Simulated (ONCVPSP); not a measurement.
**Building the ONCV potential for titanium (Ti) (LDA (Perdew-Wang 92), scalar-relativistic).**

ONCVPSP 4.0.1 input, shortened (lines: element, Z, core and valence counts, functional; n l f; lmax; l rc ep ncon nbas qcut; lloc lpopt rc5 dvloc0; l nproj debl; icmod fcfact rcfact), LDA (Perdew-Wang 92), scalar-relativistic:

```
  Ti 22.00    3    4  -001012      upf
    1    0    2.00
    2    0    2.00
    2    1    6.00
    3    0    2.00
    3    1    6.00
    3    2    2.00
    4    0    1.50
    3
    0    1.60    0.00    4    7    9.80
    1    1.00    0.00    5    8    7.50
    2    1.25    0.00    4    8    8.90
    3    1.25    0.18    5    9    7.70
    4    5    0.95    0.00
    0    2    1.50
    1    2    1.00
    2    1    1.00
    3    2    1.80
    2    0.45    1.20
```

In the p channel the program set the typed energies aside and used -1.554, 0.250 Ha.

All-electron outer shells of the reference configuration (LDA (PZ), scalar-relativistic, ld1.x):

```tsv
shell	level (eV)	outermost node (bohr)	outermost maximum (bohr)
2p	-447.46	–	0.22
3s	-65.76	0.40	0.87
3p	-42.29	0.37	0.90
3d	-7.89	–	0.97
4s	-7.50	1.24	2.81
```

Does the generator finish with these settings?

Yes, a potential is produced and its reference levels are reproduced.

Estimate the cutoffs (Ha) at which the residual kinetic energy of the hardest occupied pseudo-wave falls to 1 and 0.1 mHa per electron.

60 Ha and 157 Ha.

Does the potential have ghost states?

No bound ghost flagged; no localised positive-energy state flagged.

Which valence shell sets the plane-wave cutoff?

3p: 60 Ha for 1 mHa per electron, against 45 Ha for 3d.

Tests: 3s2 3p6 3d2 4s2; 3s2 3p6 3d2 4s1; 3s2 3p6 3d2 4s0; 3s2 3p6 3d2 4s0 4p1. Which has the largest error in its energy relative to the reference configuration, and how large is it?

3s2 3p6 3d2 4s0, with -0.8 meV (all-electron minus pseudo) on +18.31 eV.
